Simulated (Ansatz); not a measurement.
Nudged elastic band run: CH$_{6}$Sn

input.yaml

```yaml
crystal:
  periodic: [false, false, false]
  atoms:
    - { symbol: Sn, position_ang: [0.448546, 0.019285, 0.030274] }
    - { symbol: C, position_ang: [1.063115, -0.022342, 2.110483] }
    - { symbol: H, position_ang: [0.181199, -0.133794, 2.757578] }
    - { symbol: H, position_ang: [1.743885, -0.868313, 2.283033] }
    - { symbol: H, position_ang: [1.580641, 0.913168, 2.367213] }
    - { symbol: H, position_ang: [1.825614, 0.166361, -0.993266] }
    - { symbol: H, position_ang: [-0.597249, 1.358428, -0.24945] }
    - { symbol: H, position_ang: [-0.387352, -1.432793, -0.367566] }
basis:
  gaussian: { orbitals: def2-SVP }
hamiltonian:
  xc: b3lyp
  dispersion: d4
neb:
  order_check: false
  images: 6
  f_tol: 0.05
  max_iterations: 60
  climbing: false
  final_atoms:
    - { symbol: Sn, position_ang: [0.04855789, -0.02876176, -1.01097578] }
    - { symbol: C, position_ang: [1.52455852, 0.02229622, 1.86989221] }
    - { symbol: H, position_ang: [0.44347347, -0.17682465, 1.81186538] }
    - { symbol: H, position_ang: [2.01449095, -0.81574916, 2.38484672] }
    - { symbol: H, position_ang: [1.68591259, 0.95983821, 2.41906539] }
    - { symbol: H, position_ang: [1.98202848, 0.12322648, 0.86939567] }
    - { symbol: H, position_ang: [-0.92856675, 1.22859324, -0.19297482] }
    - { symbol: H, position_ang: [-0.91205615, -1.31261858, -0.21281576] }
  initial_path:
    images:
      - { positions_ang: [[0.448546, 0.019285, 0.030274], [1.063115, -0.022342, 2.110483], [0.181199, -0.133794, 2.757578], [1.743885, -0.868313, 2.283033], [1.580641, 0.913168, 2.367213], [1.825614, 0.166361, -0.993266], [-0.597249, 1.358428, -0.24945], [-0.387352, -1.432793, -0.367566]] }
      - { positions_ang: [[0.32354321, 0.0179108, 0.01935398], [1.15712794, -0.01969556, 2.04839341], [0.24007396, -0.18764815, 2.6122823], [1.86068686, -0.82925746, 2.27756479], [1.59309297, 0.93852415, 2.3417035], [1.84544181, 0.11923665, -0.57952715], [-0.654085, 1.38295626, -0.34387996], [-0.50748276, -1.4220267, -0.43759187]] }
      - { positions_ang: [[0.19854041, 0.0165366, 0.00843395], [1.25114088, -0.01704911, 1.98630383], [0.29894892, -0.24150231, 2.4669866], [1.97748873, -0.79020193, 2.27209659], [1.60554494, 0.96388031, 2.316194], [1.86526963, 0.0721123, -0.16578831], [-0.71092099, 1.40748453, -0.43830992], [-0.62761351, -1.41126039, -0.50761775]] }
      - { positions_ang: [[0.07353762, 0.0151624, -0.00248607], [1.34515382, -0.01440267, 1.92421424], [0.35782388, -0.29535646, 2.3216909], [2.09429059, -0.75114639, 2.26662838], [1.61799691, 0.98923646, 2.29068451], [1.88509744, 0.02498795, 0.24795054], [-0.76775699, 1.43201279, -0.53273988], [-0.74774427, -1.40049409, -0.57764362]] }
      - { positions_ang: [[0.01639646, 0.00829858, -0.15123604], [1.41107432, -0.00802578, 1.88984413], [0.39529166, -0.30150369, 2.1865891], [2.13294859, -0.74363727, 2.2811732], [1.63303571, 0.99590363, 2.29809199], [1.90744237, 0.01882588, 0.51404506], [-0.8150881, 1.41346497, -0.524672], [-0.822702, -1.38332631, -0.55553644]] }
      - { positions_ang: [[0.02711693, -0.00405487, -0.43781596], [1.44890239, 0.00208155, 1.88319349], [0.41135227, -0.25994401, 2.06168119], [2.09346271, -0.76767457, 2.31573104], [1.65066133, 0.98388182, 2.33841646], [1.93230441, 0.05362608, 0.63249526], [-0.85291431, 1.35184106, -0.41410627], [-0.85248672, -1.35975707, -0.44129622]] }
      - { positions_ang: [[0.03783741, -0.01640832, -0.72439587], [1.48673045, 0.01218889, 1.87654285], [0.42741287, -0.21838433, 1.93677329], [2.05397683, -0.79171186, 2.35028888], [1.66828696, 0.97186002, 2.37874092], [1.95716645, 0.08842628, 0.75094546], [-0.89074053, 1.29021715, -0.30354055], [-0.88227144, -1.33618782, -0.32705599]] }
      - { positions_ang: [[0.04855789, -0.02876176, -1.01097578], [1.52455852, 0.02229622, 1.86989221], [0.44347347, -0.17682465, 1.81186538], [2.01449095, -0.81574916, 2.38484672], [1.68591259, 0.95983821, 2.41906539], [1.98202848, 0.12322648, 0.86939567], [-0.92856675, 1.22859324, -0.19297482], [-0.91205615, -1.31261858, -0.21281576]] }
```

Launched with:

```bash
$ ansatz run input.yaml --threads 1 --pin off --max-ram 2048MiB --backend cpu --events-out ev --progress --plain --runs-dir out
```

Output, in part (warnings, iteration lines, the closing report on the highest movable image, with atoms numbered from 0):

```
NEB end point (image 0): max|allowed force component| = 2.359e-3 eV/Å (the criterion of neb.relax_end_points is 1.000e-2)
NEB end point (image 7): max|allowed force component| = 8.046e-3 eV/Å (the criterion of neb.relax_end_points is 1.000e-2)
NEB iter   1: max|band force component| = 3.443e0 eV/Å  barrier→ = 3.8641 eV  barrier← = 3.6934 eV  Δτ_max = 0.1959 Å  (192 SCF iters)
NEB iter   2: max|band force component| = 2.390e0 eV/Å  barrier→ = 2.9638 eV  barrier← = 2.7931 eV  Δτ_max = 0.2000 Å  (159 SCF iters)
NEB iter   3: max|band force component| = 1.375e0 eV/Å  barrier→ = 2.4074 eV  barrier← = 2.2367 eV  Δτ_max = 0.2000 Å  (154 SCF iters)
NEB iter   4: max|band force component| = 5.368e-1 eV/Å  barrier→ = 2.2367 eV  barrier← = 2.0660 eV  Δτ_max = 0.1181 Å  (154 SCF iters)
NEB iter   5: max|band force component| = 5.476e-1 eV/Å  barrier→ = 2.2095 eV  barrier← = 2.0388 eV  Δτ_max = 0.0594 Å  (152 SCF iters)
NEB iter   6: max|band force component| = 2.607e-1 eV/Å  barrier→ = 2.1635 eV  barrier← = 1.9928 eV  Δτ_max = 0.0323 Å  (148 SCF iters)
NEB iter   7: max|band force component| = 2.020e-1 eV/Å  barrier→ = 2.1301 eV  barrier← = 1.9594 eV  Δτ_max = 0.0325 Å  (151 SCF iters)
NEB iter   8: max|band force component| = 9.702e-2 eV/Å  barrier→ = 2.1075 eV  barrier← = 1.9368 eV  Δτ_max = 0.0381 Å  (145 SCF iters)
NEB iter   9: max|band force component| = 9.087e-2 eV/Å  barrier→ = 2.0980 eV  barrier← = 1.9274 eV  Δτ_max = 0.0606 Å  (150 SCF iters)
NEB iter  10: max|band force component| = 6.079e-2 eV/Å  barrier→ = 2.0834 eV  barrier← = 1.9127 eV  Δτ_max = 0.0515 Å  (150 SCF iters)
NEB iter  11: max|band force component| = 8.427e-2 eV/Å  barrier→ = 2.0689 eV  barrier← = 1.8982 eV  Δτ_max = 0.0258 Å  (150 SCF iters)
NEB iter  12: max|band force component| = 7.037e-2 eV/Å  barrier→ = 2.0562 eV  barrier← = 1.8855 eV  Δτ_max = 0.0258 Å  (147 SCF iters)
NEB iter  13: max|band force component| = 5.992e-2 eV/Å  barrier→ = 2.0436 eV  barrier← = 1.8729 eV  Δτ_max = 0.0257 Å  (148 SCF iters)
NEB iter  14: max|band force component| = 4.431e-2 eV/Å  barrier→ = 2.0325 eV  barrier← = 1.8619 eV  Δτ_max = 0.0000 Å  (303 SCF iters)
Total energy: -6964.93362772 eV, -255.9565898173 hartree
Atom 0 at     0.305722     0.036095    -0.585287 Å, force    -0.139008     0.044525    -1.221031 eV/Å
Atom 1 at     1.236423    -0.000591     1.855944 Å, force     0.455217     0.047963    -0.234284 eV/Å
Atom 2 at     0.246494    -0.140980     2.334092 Å, force     0.139817     0.035927    -0.637284 eV/Å
Atom 3 at     1.875569    -0.854498     2.088985 Å, force     0.211347    -0.034833     0.131008 eV/Å
Atom 4 at     1.656241     0.960235     2.162581 Å, force     0.191785     0.049808     0.101345 eV/Å
Atom 5 at     1.804590     0.094555     0.374877 Å, force    -0.670030    -0.108268     1.423395 eV/Å
Atom 6 at    -0.727166     1.347905    -0.081705 Å, force    -0.089242    -0.088058     0.215571 eV/Å
Atom 7 at    -0.539474    -1.442722    -0.211188 Å, force    -0.099886     0.052935     0.221280 eV/Å
Dipole moment:     0.140025    -0.002942     0.283661 e Å
```

The forces met the threshold. Neighbouring images differ by up to 1.5 eV, so the band resolves the path poorly. No image climbed, so the highest image needn't sit at the top of the path. The orbitals stay closed-shell, which can raise the energy where a bond breaks towards radicals; this wasn't checked here.

Final band (atoms are numbered from 1 in the order of the input):

```csv
image,path coordinate (Å),energy (eV),Sn1–C2 (Å),Sn1–H6 (Å),C2–H6 (Å)
0,0.00,0.00,2.17,1.72,3.20
1,0.46,0.14,2.14,1.71,2.84
2,0.93,0.80,2.17,1.69,2.41
3,1.39,2.01,2.37,1.67,2.00
4,1.85,2.03,2.61,1.78,1.59
5,2.32,0.56,2.81,2.03,1.18
6,2.78,0.19,3.15,2.41,1.11
7,3.24,0.17,3.24,2.70,1.10
```

Time of the run: 3.2 min on 1 thread of Arm Neoverse V2 (shared host), peak memory 0.14 GiB.
